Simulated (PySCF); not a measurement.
C4H5NOSi.
SMILES with atom numbers: `[CH3:1][C:2]#[C:3][Si@@H:4]([OH:5])[C:6]#[N:7]` (hydrogens: H8, H9, H10 on C1; H11 on Si4; H12 on O5)

Computed by this run: PBE0-D3(BJ)/def2-SVP geometry optimisation, gas phase (PySCF 2.14.0); density fitting, grid level 1; the optimiser is geomeTRIC in internal coordinates, started from a GFN2-xTB structure with every atom displaced at random (about 0.01 Å).

Step 0: E = -15622.8891 eV
```
atom  x, y, z in Å  |  force x, y, z in eV/Å
C1      2.7584    0.2539   -0.0777   -1.620   1.424   0.319
C2      1.3133    0.0464   -0.2214    0.458  -0.069   0.086
C3      0.1142   -0.1457   -0.3381    0.564   0.063  -0.109
Si4    -1.6467   -0.4177   -0.5223   -0.719   0.459   0.513
O5     -2.2370   -1.6744    0.3493   -0.074  -0.428   0.833
C6     -2.4387    1.1922    0.0899    1.540  -3.263  -1.344
N7     -2.8844    2.1686    0.4588   -1.367   2.913   1.130
H8      2.9413    1.3370    0.1270    0.017  -0.510  -0.049
H9      3.1346   -0.3202    0.7518    0.423  -0.492   0.518
H10     3.2464    0.0077   -0.9961    0.679  -0.394  -0.863
H11    -2.1578   -0.7273   -1.8519    0.090   0.158  -0.522
H12    -2.1040   -1.7490    1.3077    0.009   0.140  -0.512
```

Q: Estimate the geometry and energy of step 1. (The exact step hangs on the optimiser's Hessian estimate; all steps are aligned on step 0, rigid shifts and turns removed.)

A: E = -15623.0173 eV, largest force 0.236 eV/Å
```
atom  x, y, z in Å  |  force x, y, z in eV/Å
C1      2.7043    0.2449   -0.0633    0.136  -0.184  -0.059
C2      1.2856    0.0113   -0.2325   -0.013   0.051  -0.066
C3      0.0894   -0.1678   -0.3883    0.017   0.001   0.124
Si4    -1.7030   -0.4155   -0.5140    0.096   0.152  -0.111
O5     -2.2268   -1.6669    0.4312    0.057   0.077   0.001
C6     -2.4823    1.1824    0.0657   -0.060   0.163   0.097
N7     -2.9479    2.1790    0.4391    0.073  -0.203  -0.083
H8      2.9025    1.3017    0.1632   -0.003   0.074   0.017
H9      3.1005   -0.3627    0.7698   -0.006   0.060  -0.113
H10     3.2607   -0.0174   -0.9833   -0.089   0.020   0.172
H11    -2.1246   -0.6242   -1.9152   -0.115  -0.124   0.056
H12    -1.8187   -1.6932    1.3048   -0.093  -0.086  -0.035
```

The energy changes by -0.1282 eV. The first-order estimate −F·Δx gives -0.3645 eV and the mean of the old and new forces, exact on a quadratic surface, -0.1410 eV. The step makes an angle of 81° with the force vector and moves no atom by more than 0.291 Å.

The cost below is that of the whole optimisation. Time: 52 s wall; peak memory 0.52 GiB. Hardware: Arm Neoverse V1, one thread, shared host with 64 logical CPUs at a one-minute load of 21.
